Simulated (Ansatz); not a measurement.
Mulliken charges of CH₃F₂SV (`[CH3][V]([F])([F])=[S]`) from PBE/def2-TZVPP in Ansatz (PBE0-D4/def2-TZVP geometry).

```tsv
atom	x (Å)	y (Å)	z (Å)	charge (e)
C1	-0.888	-0.067	0.514	-0.422
V2	0.819	-0.028	-0.502	0.826
F3	1.839	-1.183	0.256	-0.292
F4	0.394	-0.319	-2.140	-0.292
S5	1.464	1.832	-0.220	-0.235
H6	-1.256	-1.089	0.368	0.133
H7	-0.697	0.135	1.568	0.141
H8	-1.583	0.664	0.101	0.141
```

Question: By hand: the dipole of these point charges (1 e Å = 4.8032 D).

Answer: Σ q r = (-0.433, -0.019, 0.255) e Å, of length 0.503 e Å = 2.42 D.

Question: How does the dipole of the full density compare? (Best estimate.)

Answer: Computed: (-0.304, -0.058, 0.162) e Å, 1.68 D; the point charges give 1.44 times that, at 8° from its direction.

Point charges leave out the atoms' own dipoles, such as those of lone pairs, and Mulliken's split depends on the basis, so the two needn't agree.
